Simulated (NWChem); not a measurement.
Species: AlSiH5O3; SMILES [OH][Al]([OH])[O][SiH3]

```xyz
10

Al    -0.0173     0.9959     0.0006
O      1.6054     1.5168     0.0178
H      1.7865     2.4652     0.0177
O     -1.2626     2.1639    -0.0116
H     -2.1862     1.8841    -0.0234
O     -0.3678    -0.6640    -0.0029
Si    -0.0332    -2.2746     0.0016
H     -1.2197    -3.0288    -0.4875
H      0.2855    -2.7439     1.3785
H      1.1202    -2.5948    -0.8843
```
Atoms are numbered in this order, from 1.

Program: NWChem. The geometry was optimised at B3LYP/6-31G* (spherical d). Atomic charges in e: unrestrained fits to the electrostatic potential beside Mulliken populations; buried atoms are poorly determined by the fit.

Question: What does the run give for B3LYP/def2-SVP? Quantities: ESP Al1; Mulliken Al1; ESP O2; Mulliken O2; ESP O4; Mulliken O4; ESP O6; Mulliken O6; ESP Si7; Mulliken Si7; relative RMS misfit of the potential (%).

Answer: 
```json
{
 "ESP Al1": "1.24",
 "Mulliken Al1": "0.88",
 "ESP O2": "-0.79",
 "Mulliken O2": "-0.45",
 "ESP O4": "-0.82",
 "Mulliken O4": "-0.46",
 "ESP O6": "-0.65",
 "Mulliken O6": "-0.61",
 "ESP Si7": "0.70",
 "Mulliken Si7": "0.64",
 "relative RMS misfit of the potential (%)": "27"
}
```
